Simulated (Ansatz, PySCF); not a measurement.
Reaction (SMILES): O=C(O)C(F)(F)F + 5 C (CH4) -> C=O (CH2O) [formaldehyde] + CC (C2H6) + 3 CF (CH3F) + CO (CH4O)
Structures are relaxed separately at B3LYP-D3(BJ)/def2-TZVP in Ansatz (a quantum-chemistry and plane-wave program), one conformer each, not searched for the lowest. Frequencies are from Ansatz or PySCF.

Wanted: bond separation energy (enthalpy at 298 K, with B3LYP-D3(BJ) rigid-rotor harmonic-oscillator terms), in kcal/mol. Valence correlation only, unless marked. No spin-orbit coupling. Non-relativistic. CBS marks a two-point X^-3 extrapolation of the correlation energy; Hartree-Fock from the larger set. [CCSD(T)-MP2]/basis is that difference in the basis named.

Level to compare with: RI-MP2/CBS(cc-pVTZ,cc-pVQZ)+[CCSD(T)-MP2]/cc-pVTZ (Ansatz), 69.9 kcal/mol. It is a level with limits of its own, and the differences hold the functionals' basis error too.

Problem. Rank these functionals by how close they come to RI-MP2/CBS(cc-pVTZ,cc-pVQZ)+[CCSD(T)-MP2]/cc-pVTZ, closest first: B97M-V/def2-TZVPD (Ansatz); wB97X/def2-TZVPD (Ansatz); BHLYP/def2-TZVPD (Ansatz).

Solution. wB97X/def2-TZVPD (range-separated hybrid, 70.4 kcal/mol, difference 0.5), BHLYP/def2-TZVPD (global hybrid, 66.5 kcal/mol, difference -3.4), B97M-V/def2-TZVPD (meta-GGA with VV10, 77.7 kcal/mol, difference 7.8)
